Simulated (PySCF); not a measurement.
# Orbital picture of SnH⁺

PBE at R = 1.768 Å; basis Sn x2c-SVPall, H x2c-SVPall; spin-free X2C with a Gaussian nucleus; PySCF 2.14. State: ¹Σ⁺ (singlet), closed shell. Only the outer orbitals are listed, counted within each symmetry.

```tsv
orbital	occ.	ε (eV)	on Sn (%)	main shells (%)
2δ	2	-34.16	100	100 Sn d
2δ	2	-34.16	100	100 Sn d
5π	2	-33.74	100	100 Sn d
5π	2	-33.74	100	100 Sn d
9σ	2	-33.66	100	100 Sn d
10σ	2	-18.51	88	86 Sn s, 12 H s
11σ	2	-12.87	62	48 Sn p, 38 H s, 12 Sn s
6π	0	-10.36	100	100 Sn p
6π	0	-10.36	100	100 Sn p
12σ	0	-5.68	61	51 Sn p, 39 H s, 9 Sn d
```

Q: Which are the highest filled and the lowest empty level, where do they sit, and how wide is the gap?

A: Highest filled 11σ at -12.87 eV (in %: 48 Sn p, 38 H s, 12 Sn s); lowest empty 6π at -10.36 eV (in %: 100 Sn p); the gap at PBE is 2.51 eV.

- bond order (Mayer): 0.98
- ⟨S²⟩: 0.000
- charge on Sn (Mulliken, basis-dependent): 1.00
- charge on Sn (Löwdin, basis-dependent): 1.06
- dipole moment (positive dipole points towards H; it is taken about the centre of mass and depends on that origin): 0.05 D
- polarisability along the bond: 35.3 bohr³
- polarisability across the bond: 21.0 bohr³

Spin–orbit coupling is left out.
